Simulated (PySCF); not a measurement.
Match the calculated data to a structure.

All candidates are C4H10N2OSi.

| technique | computed result |
| --- | --- |
| UV, first state | lowest singlet excitation: 4.09 eV (303 nm, f = 0.054) [TDDFT PBE0/def2-SVPD] |
| Polarisability | 96.0 au [PBE0/def2-SVPD] |
| NMR, other nuclei | isotropic shieldings of nuclei other than C and H, by class: -131 (1 N), 249 (1 N), 211 (1 O), 383 (1 Si) ppm [GIAO PBE0/pcSseg-1] |
| 13C NMR | chemical shifts (computed TMS as zero) by class: 170.3 (1 C), 152.6 (1 C), 80.9 (1 C), 27.6 (1 C) ppm [GIAO PBE0/pcSseg-1] |
| Dipole | 2.10 D [PBE0/def2-SVPD] |
| 1H NMR | chemical shifts (computed TMS as zero) by class: 7.78 (1 H), 6.97 (1 H), 5.15 (2 H), 3.90 (1 H), 3.89 (1 H), 2.66 (3 H), 0.70 (1 H) ppm [GIAO PBE0/pcSseg-1] |
| Rotational structure | rotational constants A, B, C: 2.974, 1.088, 0.839 GHz [GFN2-xTB] |

Electronic properties: PySCF, gas phase, density fitting. Levels stand in brackets. Isolated species at its GFN2-xTB geometry (one conformer only). NMR classes are plain means over equivalent atoms (diastereotopic ones count apart unless rotation or inversion swaps them), as if these changed places fast.

Task: Which candidate is it?
A. `C=CC(=O)N[Si@@H](C)N`
B. `C=N[SiH2]N(C)C(C)=O`
C. `C=NC(=C)O[SiH2]NC`

Result: C. It is `C=NC(=C)O[SiH2]NC`. Numbering: `[CH2:1]=[N:2][C:3](=[CH2:4])[O:5][SiH2:6][NH:7][CH3:8]`. Its formula, C4H10N2OSi, gives 2 degrees of unsaturation: 0 rings and 2 π bonds in the structure found. 4 carbons fall into 4 classes; from least to most shielded: vinylic carbon bearing oxygen [C3] (170.3 ppm), imine carbon [C1] (152.6 ppm), terminal =CH2 carbon [C4] (80.9 ppm), N-methyl carbon [C8] (27.6 ppm). Hydrogen classes from least to most shielded: 1 H on an imine carbon, C1 (7.78 ppm), 1 H on an imine carbon, C1 (6.97 ppm), 2 H on an oxygen-bound silicon, Si6 (5.15 ppm), 1 H on a terminal =CH2 carbon, C4 (3.90 ppm), 1 H on a terminal =CH2 carbon, C4 (3.89 ppm), 3 H on an N-methyl carbon, C8 (2.66 ppm, a mean of values up to 0.5 ppm apart in this geometry), 1 H on a silicon-bound nitrogen, N7 (0.70 ppm). The other shieldings belong to: -131 ppm, imine nitrogen [N2]; 249 ppm, silicon-bound nitrogen [N7]; 211 ppm, silyl ether oxygen [O5]; 383 ppm, oxygen-bound silicon [Si6]. S1 is mainly HOMO→LUMO (weight 0.85); the largest Löwdin shares of the orbital it empties are 0.22 on the silicon-bound nitrogen, 0.21 on the terminal =CH2 carbon, 0.12 on the vinylic carbon bearing oxygen and 0.09 on the imine nitrogen, of the orbital it fills 0.35 on the imine carbon, 0.28 on the imine nitrogen, 0.10 on the terminal =CH2 carbon and 0.07 on the vinylic carbon bearing oxygen. The optimised geometry has point group C1 and is an asymmetric top.

The others, at the same levels:
- `C=N[SiH2]N(C)C(C)=O` fails: its computed 13C shifts are 181.7 (1 C), 174.2 (1 C), 33.4 (1 C), 21.4 (1 C) ppm, 1H shifts are 8.66 (1 H), 8.63 (1 H), 5.15 (2 H), 3.07 (3 H), 2.05 (3 H) ppm and rotational constant A is 2.767 GHz (against 2.974 GHz).
- `C=CC(=O)N[Si@@H](C)N` fails: its computed 13C shifts are 173.0 (1 C), 138.8 (1 C), 136.9 (1 C), -3.1 (1 C) ppm, 1H shifts are 6.96 (1 H), 6.12 (1 H), 6.09 (1 H), 5.57 (1 H), 4.78 (1 H), 1.02 (2 H), 0.04 (3 H) ppm and rotational constant A is 4.150 GHz (against 2.974 GHz).

Each candidate is one conformer, not necessarily the lowest. The conformers computed, where there is a choice (atom-mapped SMILES and torsion angles):
- `[CH2:1]=[N:2][C:3](=[CH2:4])[O:5][SiH2:6][NH:7][CH3:8]`: C1–N2–C3–C4 -45°, N2–C3–O5–Si6 -22°, C3–O5–Si6–N7 44°, O5–Si6–N7–C8 173°
- `[CH2:1]=[N:2][SiH2:3][N:4]([CH3:5])[C:6]([CH3:7])=[O:8]`: C1–N2–Si3–N4 125°, N2–Si3–N4–C5 110°, Si3–N4–C6–C7 180°
- `[CH2:1]=[CH:2][C:3](=[O:4])[NH:5][Si@@H:6]([CH3:7])[NH2:8]`: C1–C2–C3–O4 -1°, C2–C3–N5–Si6 180°, C3–N5–Si6–C7 -178°, H–N8–Si6–N5 -172°, H–N8–Si6–N5 54°
